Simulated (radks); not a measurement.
Values are calculated unless marked as measured or tabulated.
Excited configurations of neutral samarium: one electron is placed in a higher orbital outside [Xe] 4f6 6s1. The ground configuration is [Xe] 4f6 6s2. Code: a radial shooting solver on a logarithmic mesh with Libxc functionals. Model: Dirac Kohn-Sham, PBE, spin-unpolarised, spherical densities, point nucleus; open shells are shared between the two j in proportion to 2j + 1. Excitation = E - E(ground); binding = E(ion) - E, where the ion is the core of charge +1; n* = 1/sqrt(2 binding) in atomic units, and the quantum defect is n - n*. Eigenvalue and <r> are those of j = l + 1/2.

outer orbital  excitation (eV)  binding (eV)     n*  quantum defect  eigenvalue (eV)  <r> (bohr)
5d                       2.005         3.943  1.858           3.142           -1.079       3.811
5f                       5.017         0.931  3.823           1.177           -0.427       16.77
6d                       4.464         1.484  3.028           2.972           -0.715       11.60
7s                       3.827         2.121  2.533           4.467           -1.262       10.26

Estimate the row for 6p.

Answer. excitation (eV) 2.433; binding (eV) 3.516; n* 1.967; quantum defect 4.033; eigenvalue (eV) -1.722; <r> (bohr) 5.888. The Delta-SCF ionisation energy is 5.948 eV (NIST Atomic Spectra Database: 5.644 eV, measured). Self-interaction in the functional shifts the binding energies and quantum defects, so they are the method's values and not measured ones. Spin polarisation and multiplet splitting are left out, so open shells lie too high by an amount that depends on their filling. Sharing an open shell by 2j + 1 raises it above the true ground level by a part of the spin-orbit splitting, which enters the differences from NIST.

Beside tabulated values, note that spin-unpolarised runs miss the spin-polarisation part of the exchange energy of open shells.
